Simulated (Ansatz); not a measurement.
Molecule: chloro(difluoro)methane, CHClF$_{2}$, charge 0, multiplicity 1. 
Structure (B3LYP-D3(BJ)/def2-TZVP (Ansatz, a program for electronic structure) minimum search):
```
C
F 1 1.3432
F 1 1.3432 2 108.21
H 1 1.0879 2 110.03 3 120.24
Cl 1 1.7787 4 109.10 3 120.43
```

Basis-set convergence of Hartree-Fock and CCSD correlation energies (hartree) with Ansatz. Correlated levels leave the core frozen unless marked. No spin-orbit coupling. No relativistic terms.

| basis | functions | E(HF) | E(corr, CCSD) |
|---|---|---|---|
| cc-pV(D+d)Z | 70 | -696.83316 | -0.66992 |
| cc-pV(T+d)Z | 143 | ? | ? |

Problem. Some entries are withheld; supply them.

Solution. 
- cc-pV(T+d)Z, E(HF): -696.93205
- cc-pV(T+d)Z, E(corr, CCSD): -0.87419
